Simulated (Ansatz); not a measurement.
Isolated molecules relaxed with PBE0-D4/def2-TZVP in Ansatz; ΔE leaves out vibrations. CCSD(T)/CBS adds triple-zeta CCSD(T) − MP2 to the extrapolated MP2 energy (def2 sets, frozen cores). DFT in def2-TZVPP. Each species was taken in one conformer, which may not be the lowest.

Reaction (cleavage of the Si–Al bond): `F[CH2][AlH][SiH3]` + `NC(O)O` → `OC(O)N[SiH3]` + `F[CH2][AlH2]`

CCSD(T)/CBS gives -0.30 eV.

Q: Another level gave -0.30 eV. Which?
A. SCS-MP2/def2-TZVPP
B. PBE0/def2-TZVPP
C. PBE/def2-TZVPP
D. ωB97X-V/def2-TZVPP

A: D. ωB97X-V -0.30, PBE0 -0.14, PBE -0.08, SCS-MP2/def2-TZVPP -0.41 eV.

Largest T1 diagnostic among the species: 0.012.

In def2-TZVPP, CCSD(T) changes the Hartree–Fock value by +0.15 eV (the triples alone add +0.02 eV) and MP2 by +0.05 eV. From PBE to PBE0 (25 % exact exchange), in def2-TZVPP and without D4, ΔE moves by −0.06 eV.
